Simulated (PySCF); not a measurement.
# Charge on either side of a bond

Species: C6H15NSi.
SMILES with atom numbers: `[CH3:1][CH:2]([CH3:3])[C@@H:4]1[CH2:5][NH:6][SiH2:7][CH2:8]1` (hydrogens: H9, H10, H11 on C1; H12 on C2; H13, H14, H15 on C3; H16 on C4; H17, H18 on C5; H19 on N6; H20, H21 on Si7; H22, H23 on C8)

Cartesian coordinates in Å at the GFN2-xTB level; atoms count from 1:
```xyz
23
C6H15NSi angstrom
C     -2.182   -0.134    0.994
C     -1.274    0.312   -0.153
C     -1.889   -0.122   -1.483
C      0.147   -0.250   -0.001
C      0.777    0.085    1.356
N      2.192   -0.206    1.241
Si     2.839   -0.006   -0.332
C      1.113    0.259   -1.077
H     -3.203    0.196    0.815
H     -1.855    0.284    1.942
H     -2.185   -1.219    1.076
H     -1.214    1.408   -0.139
H     -1.309    0.251   -2.323
H     -1.927   -1.208   -1.544
H     -2.903    0.261   -1.575
H      0.102   -1.341   -0.076
H      0.601    1.143    1.602
H      0.346   -0.527    2.153
H      2.705   -0.142    2.103
H      3.711    1.159   -0.535
H      3.515   -1.236   -0.753
H      0.933    1.319   -1.259
H      0.955   -0.259   -2.020
```

Atomic charges (e) from the PBE0/pcSseg-1 density (PySCF):

| atom | Mulliken | IAO | Hirshfeld | ESP-fitted |
| --- | --- | --- | --- | --- |
| C1 | -0.2071 | -0.4180 | -0.1185 | -0.4974 |
| C2 | -0.3352 | -0.0881 | -0.0161 | +0.3115 |
| C3 | -0.1969 | -0.4159 | -0.1190 | -0.4723 |
| C4 | -0.3194 | -0.0962 | -0.0218 | +0.1700 |
| C5 | +0.0958 | -0.1403 | -0.0270 | +0.0392 |
| N6 | -0.6627 | -0.6898 | -0.2514 | -0.7962 |
| Si7 | +0.7905 | +0.8840 | +0.3647 | +0.6718 |
| C8 | -0.4701 | -0.5476 | -0.1626 | -0.4773 |
| H9 | +0.1117 | +0.1372 | +0.0392 | +0.1352 |
| H10 | +0.1171 | +0.1351 | +0.0378 | +0.0876 |
| H11 | +0.1029 | +0.1333 | +0.0376 | +0.1115 |
| H12 | +0.1071 | +0.1195 | +0.0315 | -0.0162 |
| H13 | +0.1144 | +0.1368 | +0.0371 | +0.1001 |
| H14 | +0.1008 | +0.1325 | +0.0372 | +0.1112 |
| H15 | +0.1103 | +0.1360 | +0.0384 | +0.1182 |
| H16 | +0.1167 | +0.1240 | +0.0335 | +0.0215 |
| H17 | +0.0960 | +0.1041 | +0.0243 | +0.0365 |
| H18 | +0.1194 | +0.1316 | +0.0361 | +0.0584 |
| H19 | +0.1792 | +0.2537 | +0.1131 | +0.3699 |
| H20 | -0.1281 | -0.1599 | -0.0927 | -0.1561 |
| H21 | -0.1203 | -0.1538 | -0.0915 | -0.1544 |
| H22 | +0.1319 | +0.1380 | +0.0351 | +0.1101 |
| H23 | +0.1458 | +0.1437 | +0.0357 | +0.1173 |

Cut each of the bonds C1–C2, C2–C4 and C3–C2 in turn and sum the charges on the side of the atom named first.

In e; the other side holds the opposite charge:

| bond cut | piece | atoms | Mulliken | IAO | Hirshfeld | ESP-fitted |
| --- | --- | --- | --- | --- | --- | --- |
| C1–C2 | CH3 | 4 | +0.125 | -0.012 | -0.004 | -0.163 |
| C2–C4 | C3H7 | 10 | +0.025 | +0.008 | +0.005 | -0.011 |
| C3–C2 | CH3 | 4 | +0.129 | -0.011 | -0.006 | -0.143 |

Extremes among these pieces. Mulliken: lowest C3H7 at C2, highest CH3 at C3; IAO: lowest CH3 at C1, highest C3H7 at C2; Hirshfeld: lowest CH3 at C3, highest C3H7 at C2; ESP-fitted: lowest CH3 at C1, highest C3H7 at C2.

Do the schemes agree better on the pieces than on the single atoms at the cuts?

The spread between schemes averages 0.198 e for the pieces and 0.460 e for the atoms named first; it is smaller for the piece at 3 of the 3 cuts. On average they agree better on the pieces. The sign differs between schemes (beyond ±0.03 e) for CH3 at C1 and CH3 at C3.

One conformer (not necessarily the lowest) at the GFN2-xTB geometry, without solvent, vibrations or thermal averaging.
